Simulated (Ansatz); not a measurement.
Reaction (formal exchange of groups at the Si–Cl bond): `C[SiH2]Cl` + `CC[Se]C` → `CC[Se][SiH2]C` + `CCl`

Computed with Ansatz on PBE0-D4/def2-TZVP structures; ΔE is electronic, products minus reactants. CCSD(T)/CBS adds triple-zeta CCSD(T) − MP2 to the extrapolated MP2 energy (def2 sets, frozen cores). This one scheme is used for every species. DFT in def2-TZVPP. For Se outer-core shells are correlated without core-valence functions, which leaves a few kJ/mol of doubt a bond. Scalar relativity is left out up to krypton. One conformer a species, not always the lowest.

`C[SiH2]Cl`:

Z-matrix (Å, degrees):
```
C
Si 1 1.857
H 1 1.092 2 110.8
H 1 1.094 2 110.0 3 119.8
H 1 1.092 2 110.8 3 -120.4
Cl 2 2.062 1 109.6 3 60.1
H 2 1.483 1 111.6 3 178.7
H 2 1.483 1 111.5 3 -58.5
```

`CC[Se]C`:

Cartesian coordinates in Å:
```
C -0.225 -1.896 -0.728
C -0.319 -0.612 0.069
Se 0.882 0.734 -0.678
C 0.460 2.154 0.576
H -0.506 -1.736 -1.771
H 0.789 -2.300 -0.710
H -0.895 -2.652 -0.312
H -1.331 -0.205 0.046
H -0.034 -0.772 1.111
H 0.711 1.851 1.592
H -0.595 2.418 0.509
H 1.065 3.016 0.298
```

`CC[Se][SiH2]C`:

Z-matrix (Å, degrees):
```
C
C 1 1.512
H 1 1.092 2 111.5
H 1 1.092 2 111.1 3 -120.2
H 1 1.095 2 110.2 3 119.8
Se 2 1.969 1 113.8 3 62.8
H 2 1.091 1 111.5 3 180.0
H 2 1.091 1 112.1 3 -59.3
Si 6 2.273 2 97.8 1 -74.5
C 9 1.866 6 108.0 2 -170.2
H 9 1.491 6 108.3 2 -49.1
H 9 1.490 6 111.5 2 68.6
H 10 1.092 9 110.7 6 -60.0
H 10 1.093 9 110.2 6 -179.6
H 10 1.092 9 110.8 6 60.3
```

`CCl`:

```xyz
5

C     0.113   -0.046   -0.080
Cl   -1.256    0.517    0.896
H     0.493    0.790   -0.662
H    -0.234   -0.838   -0.741
H     0.884   -0.423    0.587
```

Q: Is it downhill or uphill in electronic energy at CCSD(T)/CBS, and by how much? (Estimate.)

A: Ansatz gave: Uphill: ΔE = +61.2 kJ/mol.

Q: What do these levels give: PBE-D4, PBE0-D4, ωB97X-V, B2PLYP, PBE0, HF/def2-TZVPP, MP2/def2-TZVPP, SCS-MP2/def2-TZVPP, CCSD(T)/def2-TZVPP, HF/def2-QZVPP, MP2/def2-QZVPP, SCS-MP2/def2-QZVPP? (Best estimate.)

A: Ansatz gave: PBE-D4 54.7, PBE0-D4 56.9, ωB97X-V 62.7, B2PLYP 65.6, PBE0 59.9, HF/def2-TZVPP 69.7, MP2/def2-TZVPP 66.9, SCS-MP2/def2-TZVPP 67.1, CCSD(T)/def2-TZVPP 64.1, HF/def2-QZVPP 70.3, MP2/def2-QZVPP 65.4, SCS-MP2/def2-QZVPP 66.1 kJ/mol.

Largest T1 diagnostic among the species: 0.009.

The D4 term adds −5.0 kJ/mol with B3LYP and −3.0 kJ/mol with PBE0; it sums over pairs of atoms, weighted by their polarisabilities, and B3LYP, whose exchange is more repulsive, gets the larger term.

B3LYP here is the variant with VWN-RPA as its local correlation; programs differ in this.
